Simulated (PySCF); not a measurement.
Computed IR spectrum (relative IR intensity) of a molecule CH4ClFOSi. Coordinates come from a PBE-D3(BJ)/def2-SVP optimisation. One conformer was computed; it need not be the lowest. Computed with PBE-D3(BJ)/def2-SVP run with PySCF. Frequencies are harmonic and unscaled.

ν (cm⁻¹): 122 (w), 230 (w), 308 (m), 335 (s), 531 (m), 666 (vw), 715 (m), 794 (w), 848 (vs), 889 (vs), 1035 (m), 1115 (m), 1334 (w), 1390 (vw), 2190 (s), 2908 (m), 3026 (vw), 3699 (m) (against the strongest line: vs over 80 %, s over 45 %, m over 15 %, w over 4 %, vw less)

**Question.** Which molecule gave these data?
A. O[Si@@H](Cl)CF
B. CO[Si@H](F)Cl
C. C[Si@](O)(F)Cl
D. OC[Si@@H](F)Cl

**Answer.** D, OC[Si@@H](F)Cl
